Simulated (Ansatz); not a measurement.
Coupled-cluster diagnostics for Si₄H₆ (the lowest singlet isomer of a short search), Ansatz.

Geometry of the singlet (PBE-D4/def2-SVP):

```xyz
10

Si   -0.395    0.952   -1.471
Si    1.511    0.043   -0.971
Si    0.695   -0.807    1.037
Si   -1.392    0.186    0.488
H    -2.521   -0.798    0.308
H     0.660   -2.311    1.147
H     2.852   -0.021   -1.648
H    -0.896    1.766   -2.632
H    -1.848    1.251    1.453
H     1.335   -0.261    2.289
```

Correlated methods freeze 20 core orbitals. The structure comes from a short search, and lower isomers may exist.

Estimate the CCSD(T) correlation energy, the shares of MP2 and (T), T1 and the reference's ⟨S²⟩ for: charge 0, singlet, own geometry in def2-TZVPP; and the rough time on 4 threads of Arm Neoverse V2 on a shared host.


```tsv
state	basis	correlation (eV)	MP2 share (%)	(T) share (%)	T1	⟨S²⟩ (pure)	wall time	remarks
charge 0, singlet, own geometry	def2-TZVPP	-15.558	83.9	5.0	0.016	0.00 (0.00)	3.8 min	restricted SCF unstable
```
Customary marks for T1 are 0.02 (closed shells), 0.045 (open shells) and about 0.05 (3d metals). T1 stays under 0.02 throughout.
